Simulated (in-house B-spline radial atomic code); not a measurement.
Configurations of Pb5+, with energies counted from [Xe] 4f14 5d9. Method: Dirac-Hartree-Fock, average of configuration, Fermi nucleus of rms radius 5.5012 fm. Calculated with a radial B-spline atomic code at the basis-set limit. Energies include first-order Breit, QED and recoil terms.

Occupations are held fixed; configurations that lie above the ionisation limit could autoionise.

```tsv
configuration	E - E(ref) (eV)	highest orbital	its <r> (bohr)
[Xe] 4f14 5d8 5g1	65.514	5g7/2	4.514
[Kr] 4d10 4f14 5s2 5p5 5d10	75.48	5d5/2	1.229
[Xe] 4f14 5d8 9f1	77.037	9f7/2	13.97
[Kr] 4d10 4f14 5s2 5p5 5d9 6s1	94.857	6s1/2	1.936
[Kr] 4d10 4f14 5s2 5p5 5d9 5f1	126.17	5f7/2	2.312
[Kr] 4d10 4f14 5s2 5p5 5d9 8f1	150.48	8f7/2	10.3
[Kr] 4d10 4f14 5s2 5p5 5d9 8g1	153.6	8g7/2	14.14
[Kr] 4d10 4f14 5s2 5p5 5d9 9g1	155.22	9g7/2	18.36
[Xe] 4f13 5d9 7p1	179.42	7p3/2	4.206
```

Q: Order these further configurations by energy, lowest first.
A. [Kr] 4d10 4f14 5s2 5p5 5d9 6f1
B. [Xe] 4f14 5d8 9s1
C. [Xe] 4f13 5d9 9p1
D. [Xe] 4f13 5d10
E. [Xe] 4f13 5d9 9g1

A: B (70.754 eV), D (120.84 eV), A (139.34 eV), C (195.52 eV), E (202.44 eV).

Q: How far above the reference does [Xe] 4f13 5d9 9s1 lie?

A: 194 eV; its least bound orbital is 9s1/2 with <r> = 8.47 bohr.

Q: How far above the reference does [Xe] 4f14 5d8 9p1 lie?

A: 72.267 eV; its least bound orbital is 9p3/2 with <r> = 9.45 bohr.

Q: How far above the reference does [Xe] 4f14 5d8 6s1 lie?

A: 19.16 eV; its least bound orbital is 6s1/2 with <r> = 1.945 bohr.
